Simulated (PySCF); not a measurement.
# What a mistake does to a calculation on Al2GeH5O cation

These are calculations, not measurements. The program is PySCF 2.14.0, an open-source quantum chemistry code, run on an isolated molecule that a program drew, which may never have been made. The molecule is Al2GeH5O cation (charge +1, singlet), drawn as the SMILES string `[OH][AlH][GeH+][AlH2]`.

Each row is a Hartree-Fock (HF) and frozen-core CCSD(T) single point in the cc-pV(D+d)Z basis, meant for a local HF minimum. Run 1 is clean. Each other run has one planted mistake out of seven kinds, and not every kind appears here: one electron removed, one electron added, multiplicity raised by two, geometry at a saddle point, minimal basis STO-3G, one bond length entered in bohr, all coordinates scaled. The reference is restricted for singlets and unrestricted otherwise, and also for a bond in bohr. Adding or removing an electron swaps singlet and doublet. Electrons count all cores. HOMO and LUMO are orbital energies over both spins, the gradient is its largest component, and the lowest frequency (negative if imaginary) is given only where the gradient is small. Bond lengths are over the 8 bonds as drawn. T1 is the CCSD diagnostic: over 0.02 (restricted) or 0.045 (unrestricted) a single reference is doubtful. Germanium has the cc-pVDZ-PP basis, with a core potential (ECP10MDF) in place of its 10 inner electrons, and its 3s, 3p and 3d shells are frozen in CCSD(T).

Geometry of the clean run:
```xyz
9
Al2GeH5O cation, angstrom
O    -0.8851    3.7868   -2.4975
Al    0.4927    2.8584   -2.4978
Ge   -0.2176    0.9126   -0.9885
Al   -1.5946   -1.2701   -1.1671
H    -1.1731    4.6124   -2.8545
H     1.8893    2.9638   -3.1727
H     0.2027    1.1717    0.4719
H    -0.7129   -2.5205   -1.4712
H    -3.1239   -1.0459   -0.9617
```

```
run  electrons  basis functions  <S^2>  HOMO (eV)  LUMO (eV)  gradient (hartree/bohr)  lowest frequency (cm^-1)  mean bond (Å)  longest bond (Å)      T1  HF (hartree)  CCSD(T) (hartree)             mistake
  1         70              108  0.000     -14.28      -4.99                  1.4e-05                        38         1.7464             2.587  0.0156    -854.80038         -855.23799            no fault
  2         71              108  0.766      -6.71       0.87                  3.4e-02                         -         1.7464             2.587  0.0159    -855.01393         -855.46729  one electron added
  3         69              108  0.791     -20.80     -12.56                  5.0e-02                         -         1.7464             2.587  0.0255    -854.30740         -854.72928                   ?
  4         70              108  0.904     -12.56      -5.00                  1.0e-02                         -         1.9193             2.938  0.0407    -854.70461         -855.12878                   ?
```

**Which mistake was planted in run 3, and what did it cost?**

It counts 69 electrons, one fewer than the clean run, at the same geometry and basis. So the mistake is: one electron removed. Subtracting run 1 and multiplying by 627.51 kcal/mol a hartree, the energy moved by 309.3 kcal/mol in HF and 319.2 kcal/mol in CCSD(T).

**Which mistake was planted in run 4, and what did it cost?**

The mean bond changes by a factor of 1.099 and the longest by 1.136, so the molecule wasn't scaled as a whole. A length L in bohr read as angstrom grows by (1/0.5292 - 1) L = 0.890 L. The 8 bonds together grew by 8 x 0.1729 = 1.383 Å, which gives L = 1.555 Å. That is the length of one of the Al-H bonds, 1.555 Å in the clean geometry. So the mistake is: one bond length entered in bohr. Subtracting run 1 and multiplying by 627.51 kcal/mol a hartree, the energy moved by 60.1 kcal/mol in HF and 68.5 kcal/mol in CCSD(T).

